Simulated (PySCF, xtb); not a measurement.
1,1,2,2-tetrafluoroethane (C2H2F4), SMILES FC(F)C(F)F. The values are those of a single conformer.

Harmonic wavenumbers (cm⁻¹) from GFN2-xTB in xtb at its own minimum, in rising order: 55, 171, 337, 384, 456, 489, 580, 1012, 1061, 1083, 1088, 1098, 1190, 1233, 1248, 1296, 2909, 2926.

### Question
What does PBE-D3(BJ)/def2-SVP in PySCF 2.14.0 give at its own minimum? (The exact figures need the calculation; the answer reports its results.)

### Answer
79, 197, 354, 398, 471, 533, 616, 1088, 1102, 1123, 1125, 1139, 1267, 1316, 1345, 1414, 2982, 2993. Paired by order, the mean absolute difference is 52 cm⁻¹ and the zero-point energies are 26.6 and 27.9 kcal/mol.
